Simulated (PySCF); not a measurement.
## Relaxation of quartet TcF₃⁺

Computed with UPBE0 in PySCF with Tc def2-SVP with ECP28, F def2-SVP; scalar-relativistic core potentials, no spin–orbit coupling; density-fitted integrals. A (50,194) grid was used.

A hand-made T-shaped start, of C2v symmetry, held to at least that symmetry:

Coordinates in bohr (charge 1 multiplicity 4):
```
Tc    0.0000    0.0000   -0.4636
F     0.0000    0.0000    3.0921
F     3.5536    0.0000   -0.3394
F    -3.5536    0.0000   -0.3394
```

Optimiser trace:
```csv
step,E − E(last) (kJ/mol),largest gradient (Eh/bohr)
0,171.29,0.09408
1,100.15,0.03153
2,58.75,0.03437
3,30.08,0.04776
4,9.85,0.01784
5,0.95,0.00800
6,0.09,0.00314
7,0.00,0.00069
8,0.00,0.00001
```

It ends at D3h with Tc–F 1.765 Å (×3); F–Tc–F 120.0° (×3) (after a last refinement on a finer grid). A frequency run shows a minimum. Other isomers or separated fragments may lie lower.

Final geometry:
```xyz
4
charge 1 multiplicity 4, angstrom
Tc    0.0000    0.0000    0.0000
F    -0.0009    0.0000    1.7650
F     1.5289    0.0000   -0.8817
F    -1.5281    0.0000   -0.8832
```

With open d or f shells other occupations or spin states may lie lower.

The relaxation took about 40 core-seconds on a shared host.
